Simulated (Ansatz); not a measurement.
Basis sets compared for the cluster GaO3H3. Charge 0, multiplicity 1. Geometry PBE-D4/def2-SVP. Ansatz on 4 threads of Arm Neoverse V1 on a shared host; times are rough, and most runs start from earlier orbitals.

```xyz
7

Ga    0.196   -0.110   -0.019
O     1.053   -1.520   -0.712
O     1.181    1.013    0.978
O    -1.565    0.065   -0.375
H     0.654    1.756    1.323
H     0.433   -2.064   -1.233
H    -1.952    0.858    0.039
```

The 6-31G sets use Cartesian d functions. The structure comes from a short search, and lower isomers may exist.

Binding counts from free atoms (Ga doublet, O triplet, H doublet) in the same basis, without a counterpoise term.

| level | functions | energy (Eh) | HOMO (eV) | LUMO (eV) | binding per atom (eV) | wall time |
| --- | --- | --- | --- | --- | --- | --- |
| HF/STO-3G | 36 | -2124.1737 | -7.75 | 6.63 | – | 0.15 s |
| HF/6-31G | 62 | -2149.2595 | -13.28 | 1.42 | 2.05 | 0.25 s |
| PBE-D4/def2-SVP | 89 | -2151.4625 | -6.75 | -1.81 | 3.71 | 0.6 s |
| PBE-D4/def2-TZVP | 159 | -2152.0015 | -7.16 | -2.08 | 3.73 | 1.1 s |
| r2SCAN-D4/def2-TZVP | 159 | -2152.4074 | -7.54 | -1.71 | 3.66 | 2.2 s |
| PBE0-D4/def2-SVP | 89 | -2151.4968 | -8.56 | -0.91 | 3.56 | 0.85 s |
| PBE0-D4/def2-TZVP | 159 | -2152.0323 | -8.88 | -1.15 | 3.58 | 1.4 s |

(1) Estimate the rows for PBE-D4/def2-TZVPD, r2SCAN-D4/def2-TZVPD, PBE0-D4/def2-TZVPD.

Results:

(1) 
```csv
level,functions,energy (Eh),HOMO (eV),LUMO (eV),binding per atom (eV),wall time
PBE-D4/def2-TZVPD,201,-2152.0077,-7.30,-2.35,3.74,1.8 s
r2SCAN-D4/def2-TZVPD,201,-2152.4122,-7.65,-1.93,3.67,3.2 s
PBE0-D4/def2-TZVPD,201,-2152.0376,-8.99,-1.50,3.59,2.3 s
```
